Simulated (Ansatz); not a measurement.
Mg₆S₅F₂. Total charge 0; singlet. Geometry PBE-D4/def2-SVP, basis def2-TZVP, Ansatz.

```xyz
13

Mg   -1.788    0.998    1.672
S     0.480    2.126    1.341
S    -1.371   -1.301    2.363
Mg    0.824   -0.467    1.697
Mg    2.301    1.280   -0.237
S     2.822   -1.013    0.405
S    -2.861    0.845   -0.510
Mg   -1.721   -1.386   -0.144
Mg   -0.578    1.556   -1.009
S     1.333    1.134   -2.469
Mg    1.140   -1.189   -1.480
F    -0.518   -2.297   -1.447
F    -0.064   -0.285   -0.180
```

```
run  HOMO (eV)  LUMO (eV)
  A      -6.93      -2.26
  B      -6.70      -2.52
  C      -6.08      -2.54
  D      -7.86      -1.68
  E      -5.85      -2.92
```

B3LYP takes the VWN-RPA correlation.

**Question.** The runs used B3LYP, BHLYP, PBE, PBE0, r2SCAN. Estimate which is which.

**Answer.** A PBE0 (25 % exact exchange); B B3LYP (20 % exact exchange); C r2SCAN (0 % exact exchange); D BHLYP (50 % exact exchange); E PBE (0 % exact exchange). Exact exchange lowers occupied and raises empty levels; among semilocal functionals meta-GGAs tend to open the gap a little, and such runs are hard to tell apart. The gap grows from 2.93 eV (PBE) to 6.18 eV (BHLYP).
